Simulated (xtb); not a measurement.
xtb input:

```bash
xtb mol.xyz --gfn 1 --sp --chrg -1 --uhf 0
```
mol.xyz:
```
8

Br     2.07998818    -1.13204448     0.37504813
C      0.24987726    -0.42570714     0.11596722
C     -0.88194740    -1.26250915     0.26748190
C     -1.99041106    -0.55011513     0.04090626
Se    -1.64389378     1.38030323    -0.41527451
C      0.15224949     0.88930100    -0.21050012
H     -3.03820389    -0.81385906     0.05611346
H      0.95239631     1.59928861    -0.34659611
```

Problem. Which total energy does the run end on?

Solution. -16.87313 Eh (GFN1-xTB).

It need not be the lowest isomer of its formula. Whether it binds its extra electron was not tested at this geometry.
